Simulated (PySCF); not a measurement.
Ga(Cl)3(OH2), H₂Cl₃GaO, singlet, CAM-B3LYP/def2-SVP optimised geometry.

```
7

Ga    -0.53    -0.15     0.00
Cl    -1.50     1.77     0.00
Cl    -1.61    -1.77     0.90
Cl     1.61    -0.15     0.00
O     -0.83    -0.67    -1.98
H     -0.40    -0.09    -2.63
H     -1.75    -0.79    -2.24
```

Density from PySCF with CAM-B3LYP/def2-TZVP at that geometry.

Minimum of the electron density along straight lines between bonded atoms, close to the bond critical point (lines longer than 1.1 times the sum of covalent radii, or with two minima, are not listed):

```csv
bond,length / Å,ρ at the minimum / e bohr⁻³,∇²ρ there / e bohr⁻⁵,position (fraction from the first atom)
Ga1–Cl2,2.153,0.096,0.26,0.44
Ga1–Cl3,2.145,0.098,0.26,0.44
Ga1–Cl4,2.144,0.098,0.26,0.44
Ga1–O5,2.068,[?],[?],0.47
O5–H6,0.970,0.347,-2.42,0.81
O5–H7,0.970,0.347,-2.42,0.81
```

Some entries are withheld; supply them.


- Ga1–O5, ρ at the minimum / e bohr⁻³: 0.065
- Ga1–O5, ∇²ρ there / e bohr⁻⁵: 0.29
